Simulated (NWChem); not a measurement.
Molecule: Si$_{4}$H$_{8}$O; SMILES O[SiH]1[SiH2][SiH2][SiH2]1

```xyz
13

O     -0.0864    -2.8343     0.0000
Si     0.3983    -1.2351     0.0000
Si    -0.2654     0.3428     1.6347
Si     0.2350     1.9755     0.0000
Si    -0.2654     0.3428    -1.6347
H     -1.0359    -2.9889     0.0000
H      1.8925    -1.2645     0.0000
H      0.3993     0.3878     2.9732
H     -1.7543     0.3230     1.8162
H      1.6919     2.3170     0.0000
H     -0.5842     3.2248     0.0000
H     -1.7543     0.3230    -1.8162
H      0.3993     0.3878    -2.9732
```
Atoms are numbered in this order, from 1.

Results from NWChem. Geometry: optimised at PBE0/def2-SVP. Hybrids' shares of exact exchange are those that their runs print; pure functionals count as 0. The functionals differ in more than this share.

```csv
row,share of exact exchange,highest occupied level (eV)
PBE/def2-TZVP,0.00,-6.03
BLYP/def2-TZVP,0.00,-5.86
B3LYP/def2-TZVP,0.20,withheld
PBE0/def2-TZVP,0.25,-7.05
PW6B95/def2-TZVP,0.28,-7.09
```

**Question.** Fit a straight line of the last column on the one before it, predict the withheld value, and compare with the run.

**Answer.** 
1. Means of the 4 shown rows: x = 0.133, y = -6.508. Slope Σ(x − x̄)(y − ȳ)/Σ(x − x̄)² = -0.2987/0.07068 = -4.227; intercept -5.947.
2. The shown rows scatter about the line by 0.068 (root mean square); the largest residual is +0.09, at BLYP/def2-TZVP.
3. At x = 0.20 (B3LYP/def2-TZVP; inside the shown range) the line gives -6.79.
4. The run gives -6.83, -0.04 from the line, 0.6 times the scatter.
